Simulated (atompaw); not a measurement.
**LDA (PW92) PAW (atompaw) dataset for sulfur, scalar-relativistic all-electron reference.**

S, PAW, made with atompaw 4.2.0.5 (LDA (PW92), scalar-relativistic). Core [Ne], reference 3s2 3p2.5 (charge +1.5). Waves: 3s (bound): rc 1.55 bohr; 3s channel at -2.1 Ry: rc 1.55 bohr; 3p (bound): rc 1.45 bohr; 3p channel at 1.75 Ry: rc 1.55 bohr. Local part: troulliermartins scheme with l = 2 at 0.5 Ry, radius 1.35 bohr. Core correction: smooth core density matched at 1.25 bohr. Augmentation charge: besselshape compensation charge, radius 1.40 bohr; PAW radius 1.55 bohr; waves and projectors: custom rrkj gramschmidtortho.

Poles of the logarithmic derivatives, all-electron (AE) and pseudo (PS). s: poles at 2.4 (AE) and 2.3, 4.9 (PS) Ry. p: poles at 3.4 (AE) and 3.4 (PS) Ry. Test radius 1.55 bohr.

- Cutoffs needed: 15 Ry and 35 Ry (the cutoffs (Ry, on a coarse ladder) from which the occupation-weighted sum of valence levels, in a spherical-Bessel basis at the reference potential, stays within 10 and 1 mRy of its value at 400 Ry)
- Ghost test: no extra level below or beside the all-electron valence levels (s, p, d, f tested) (spherical-Bessel basis up to 400 Ry, 20 bohr box)
- Lowest eigenvalue of the overlap operator: 0.36 (s channel)
- Overlap eigenvalues printed by atompaw (projector basis): 0.126, 0.192, 1.28, 4.27
- Share of each valence orbital outside the PAW sphere: 3s 49 %, 3p 61 %
